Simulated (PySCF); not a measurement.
Isomers of C6H5FS, one conformer each; single-point electronic energies without zero-point terms and without any empirical dispersion term.

Computed with PySCF at CAM-B3LYP/def2-SVPD, non-relativistic, each on one gas-phase PBE0-D3(BJ)/def2-SVP geometry that isn't relaxed in the solvent. The solvent is an IEF-PCM continuum (van der Waals radii × 1.2). The model holds no explicit solvent molecules, cavitation or dispersion.

```csv
isomer,"relative energy, gas (kcal/mol)",dipole (D)
2-fluorothiophenol (`FC1=CC=CC=C1S`),0.0,1.47
4-fluorothiophenol (`FC1=CC=C(S)C=C1`),0.9,1.07
```

Q: How do the relative energies look in acetone (ε = 20.49)?

A: 
```
                                isomer  relative energy, solvent (kcal/mol)  E(solvent) − E(gas) (kcal/mol)  dipole in solvent (D)
  2-fluorothiophenol (`FC1=CC=CC=C1S`)                                  0.2                            -3.6                   1.92
4-fluorothiophenol (`FC1=CC=C(S)C=C1`)                                  0.0                            -4.7                   1.52
```

4-fluorothiophenol (`FC1=CC=C(S)C=C1`) becomes the lowest. Conformers: `[F:1][c:2]1[cH:3][cH:4][cH:5][cH:6][c:7]1[SH:8]` with C6–C7–S8–H -176°; `[F:1][c:2]1[cH:3][cH:4][c:5]([SH:6])[cH:7][cH:8]1` with C4–C5–S6–H 1°. 4-fluorothiophenol (`FC1=CC=C(S)C=C1`) gains most from the continuum, while 2-fluorothiophenol (`FC1=CC=CC=C1S`) has the largest gas-phase dipole. The gains span 1.1 kcal/mol, the gas-phase energies 0.9 kcal/mol.
